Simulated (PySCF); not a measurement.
Compound: C6H9FSSi.
Z-matrix (Å and degrees, GFN2-xTB geometry), rows numbered from 1:
```
C 
S   1  1.8160
C   2  1.7389  1  101.52
C   3  1.3495  2  122.33  1   179.60
C   4  1.4439  3  115.81  2  -179.76
C   5  1.3452  4  116.72  3    -0.12
C   6  1.4873  5  125.04  4  -179.57
F   7  1.3783  6  110.49  5  -176.48
Si  6  1.8816  5  109.80  4    -0.20
H   1  1.0852  2  109.65  3    60.96
H   1  1.0857  2  106.49  3  -179.80
H   1  1.0854  2  109.71  3   -60.62
H   4  1.0791  3  123.77  2     0.06
H   5  1.0814  4  119.59  3   179.96
H   7  1.0975  6  112.30  5   -57.83
H   7  1.0981  6  111.94  5    65.29
H   9  1.4624  3  112.03  2   -64.97
H   9  1.4614  3  112.46  2    63.81
```

Definitions: NICS(0) = −σiso at the ring centroid; NICS(1) = −σiso and NICS(1)zz = −σzz at ±1 Å along the ring normal z. Level: GIAO PBE0/pcSseg-1 (PySCF, non-relativistic, gas phase) on the GFN2-xTB geometry, one conformer.

Ring bond lengths (Å), with Mayer bond orders in brackets: C3–C4 1.349 (1.73), C4–C5 1.444 (1.13), C5–C6 1.345 (1.75), C6–Si9 1.882 (0.85), Si9–C3 1.905 (0.78).

**Question.** Give the NICS values of each ring in ppm.

**Answer.** 
| ring | type | NICS(0) | NICS(1), two faces | NICS(1)zz, two faces | rms pucker (Å) | centre to ring atoms, mean (Å) |
| --- | --- | --- | --- | --- | --- | --- |
| C3–C4–C5–C6–Si9 | 5-membered ring with Si; formal bonds 2 double, 3 single | 0.8 | -1.4 / -1.4 | 3.1 / 3.1 | 0.00 | 1.34 |

**Question.** What do they say, and how far can they be read as aromaticity?

**Answer.** 
- C3–C4–C5–C6–Si9: mean NICS(1)zz 3.1 ppm, deshielded. Si9 has four or more neighbours, and the NICS criterion for π rings isn't applied.

**Question.** List the ring angles and the Hirshfeld charges of the ring atoms.

**Answer.** 
- C3–C4–C5–C6–Si9: C3 109.4° (-0.113 e), C4 115.8° (-0.075 e), C5 116.7° (-0.046 e), C6 109.8° (-0.111 e), Si9 88.3° (+0.326 e); sum 540.0° against 540° for a flat convex ring.
